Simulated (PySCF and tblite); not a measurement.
The numbers below are computed, except where a source is named.
C5H7NO2, numbered as in [N:1]#[C:2][CH:3]1[O:4][CH2:5][CH2:6][CH2:7][O:8]1.

Conformers came from 90 starts (ETKDG and KDG, MMFF94s, GFN2-xTB); geometries are PBE0-D3(BJ)/def2-SVP. Free energies are PBE0-D3(BJ)/def2-TZVP single points with GFN2-xTB rigid-rotor and vibrational terms (modes under about 100 cm⁻¹ blended into free rotors). Symmetry numbers and mirror images are counted. Conformers within 4 kcal/mol (GFN2-xTB free energy) were kept, 7 at most. Couplings: B3LYP/pcSseg-1 with pcJ-1 on H (gas phase; spin-dipole term only for pairs with B, N, F, Si or P). Couplings are for ¹H. Of two unlike H on one atom, a is the less shielded (PBE0/pcSseg-1). Run with PySCF (density fitting) and tblite.

The 6-ring runs over atoms 3–4–5–6–7–8. Of a mirror pair one member is shown.

```json
{"conformer": "1", "shape": "6-ring chair (C2 axial)", "weight %": "98.0"}
{"conformer": "2", "shape": "6-ring chair (all substituents equatorial)", "weight %": "1.9"}
{"conformer": "3", "shape": "6-ring twist-boat (ring torsions -67, 34, 27, -67, 38, 30°)", "weight %": "0.0"}
```

(1) Give the couplings in each conformer and the averages at 298.15 K (pairs that fast motion interchanges averaged).

Results:

(1) 
```csv
coupling,pairs,1,2,3,average (Hz)
"⁴J(H3,H5a)",2,-1.3,-0.8,-1.0,-1.3
"⁵J(H3,H6b)",1,0.9,-0.4,-0.3,0.8
"²J(H5b,H5a)",2,-13.5,-13.2,-13.3,-13.5
"³J(H5b,H6b)",2,1.6,13.2,6.8,1.8
"³J(H5b,H6a)",2,5.7,2.7,9.4,5.6
"⁴J(H5b,H7a)",2,-0.8,-0.8,-0.3,-0.8
"⁴J(H5b,H7b)",1,1.8,-0.2,-0.6,1.7
"³J(H5a,H6b)",2,2.8,5.5,9.7,2.9
"³J(H5a,H6a)",2,13.6,1.5,5.9,13.4
"²J(H6b,H6a)",1,-14.7,-14.8,-13.9,-14.7
```
